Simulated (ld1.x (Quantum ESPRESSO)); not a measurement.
u(r) = r·R(r): atom against pseudo-atom (Ga (Z = 31))

Columns: radius, all-electron u(r) and pseudo u(r) of the 4s shell (level -9.24 eV) of gallium in the configuration [Ar] 3d10 4s1.75 4p1.25; PBE, scalar-relativistic, PAW scheme, ld1.x (Quantum ESPRESSO) 7.5.

| r (bohr) | all-electron | pseudo |
| --- | --- | --- |
| 0.103 | -0.1401 | -0.0299 |
| 0.205 | -0.1267 | -0.0608 |
| 0.308 | 0.1173 | -0.0945 |
| 0.410 | 0.2826 | -0.1312 |
| 0.513 | 0.3135 | -0.1724 |
| 0.615 | 0.2445 | -0.2175 |
| 0.718 | 0.1210 | -0.2671 |
| 0.820 | -0.0205 | -0.3196 |
| 0.923 | -0.1619 | -0.3750 |
| 1.025 | -0.2895 | -0.4308 |
| 1.128 | -0.4008 | -0.4864 |
| 1.230 | -0.4921 | -0.5390 |
| 1.332 | -0.5651 | -0.5873 |
| 1.435 | -0.6217 | -0.6300 |
| 1.538 | -0.6630 | -0.6650 |
| 1.640 | -0.6908 | -0.6910 |
| 1.743 | -0.7077 | -0.7077 |
| 1.845 | -0.7149 | -0.7149 |
| 1.948 | -0.7144 | -0.7144 |
| 2.050 | -0.7074 | -0.7074 |
| 2.153 | -0.6950 | -0.6950 |
| 2.255 | -0.6785 | -0.6785 |
| 2.358 | -0.6586 | -0.6586 |
| 2.460 | -0.6364 | -0.6364 |
| 2.562 | -0.6124 | -0.6124 |
| 2.665 | -0.5869 | -0.5869 |

(1) How many radial nodes do the two functions have?

(2) At about which radius was the pseudo-wave matched?

(3) Where does each function peak?

(4) Is the pseudo-wave norm-conserving?

Results:

(1) The all-electron 4s function has n − l − 1 = 3 (the table is too coarse to show those close to the nucleus); the pseudo-wave has 0, since the states of the same l below it are removed with the core.

(2) 1.70 bohr, where the columns begin to agree (steps of 0.10 bohr).

(3) Outermost all-electron maximum near 1.84 bohr, pseudo maximum near 1.84 bohr (to the table’s step).

(4) No, it belongs to a PAW set: the norm inside the radius is not constrained, and the difference is carried by the augmentation charge.
